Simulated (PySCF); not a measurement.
C+: ionisation energy

C+ [He] 2s2 2p1 (2P) → C(2+) [He] 2s2 (1S), as a difference of total energies. Calculation: PySCF 2.14, in Sapporo-DZP-2012 (4s3p1d, 18 functions); the spin-free X2C one-electron Hamiltonian (Gaussian nucleus). Correlated levels: valence: 1s2 frozen. The calculations carry no spin-orbit coupling.

```
           method  ionisation energy (eV)  error (eV)
              UHF                  24.103      -0.275
            M06-L                  24.729      +0.351
            B3LYP                  24.974      +0.596
    MP2 (valence)                  24.190      -0.188
SCS-MP2 (valence)                  24.141      -0.237
   CCSD (valence)                  24.024      -0.354
CCSD(T) (valence)                  24.044      -0.334
```

Reference: 24.378 eV (measured; NIST levels, between the centres of gravity of the two terms).

Errors of the correlated levels include the incompleteness of this basis and the frozen core.

The coupled-cluster amplitudes are large for C(2+) (T1 above 0.03 or a double amplitude above 0.15), so a single reference is strained.
